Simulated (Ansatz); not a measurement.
Ansatz (a quantum-chemistry and plane-wave program) input (PBE0/def2-SVP):

Ansatz 0.2 input:
```yaml
crystal:
  periodic: [false, false, false]
  atoms:
    - {symbol: C, position_ang: [-1.88863079, -1.24266507, -0.06809613]}
    - {symbol: C, position_ang: [-1.02916366, -0.40157587, 0.79898134]}
    - {symbol: C, position_ang: [-0.00399015, 0.51536515, 0.05542972]}
    - {symbol: C, position_ang: [0.82103972, 1.26021842, 1.10958576]}
    - {symbol: C, position_ang: [-0.76129125, 1.53854410, -0.79757782]}
    - {symbol: C, position_ang: [0.90957554, -0.30949074, -0.87321768]}
    - {symbol: C, position_ang: [1.71769136, -1.42549641, -0.21576130]}
    - {symbol: H, position_ang: [-2.80978173, -0.86091016, -0.48576049]}
    - {symbol: H, position_ang: [-1.57606039, -2.23091056, -0.37632540]}
    - {symbol: H, position_ang: [-1.65226655, 0.25660106, 1.41339952]}
    - {symbol: H, position_ang: [-0.46836077, -1.03573987, 1.49087177]}
    - {symbol: H, position_ang: [0.17819920, 1.89171037, 1.72690827]}
    - {symbol: H, position_ang: [1.56591854, 1.90401000, 0.63563456]}
    - {symbol: H, position_ang: [1.34485116, 0.57308207, 1.77559951]}
    - {symbol: H, position_ang: [-0.06433987, 2.21422114, -1.29868561]}
    - {symbol: H, position_ang: [-1.36098876, 1.04649423, -1.56513075]}
    - {symbol: H, position_ang: [-1.43017924, 2.14438681, -0.18167475]}
    - {symbol: H, position_ang: [0.29046967, -0.73964910, -1.66545307]}
    - {symbol: H, position_ang: [1.59647546, 0.38486962, -1.36778175]}
    - {symbol: H, position_ang: [2.38092963, -1.04583585, 0.56296915]}
    - {symbol: H, position_ang: [1.07324290, -2.18159995, 0.23589180]}
    - {symbol: H, position_ang: [2.34050611, -1.93012710, -0.95652584]}
basis:
  gaussian:
    orbitals: def2-SVP
hamiltonian:
  xc: {name: PBE0}
magnetization: {spin_polarized: true, initial_magnetization: 1}
```

Output:

```
Functional definition: PBE0
integrals: 0.14 GiB planned
1976 factors; their error is unknown
0.24 GiB of the device are held for the grids
1.05 GiB of device memory are held for the factors and their scratch space
mean field: 1.10 GiB planned
mean field evaluation 1: about -7476.4604 eV, gradient 4.8e1 eV
mean field evaluation 2: about -7473.2795 eV, gradient 5.3e1 eV
mean field evaluation 4: about -7488.0686 eV, gradient 2.1e0 eV
mean field evaluation 8: about -7488.0941 eV, gradient 1.2e-1 eV
mean field evaluation 16: about -7488.0637 eV, gradient 2.4e-4 eV
mean field -7488.06368460 eV, -275.1812648172 hartree, gradient 4.1e-5 eV, S^2 0.754667; 0 other end points of the search recorded, 0 dependent functions left out
reference -7488.06371478 eV, -275.1812659264 hartree; 29, 28 occupied and 144, 145 virtual orbitals, 1976 factors
Total energy: -7488.06371478 eV, -275.1812659264 hartree
```

It need not be the lowest isomer of its formula.
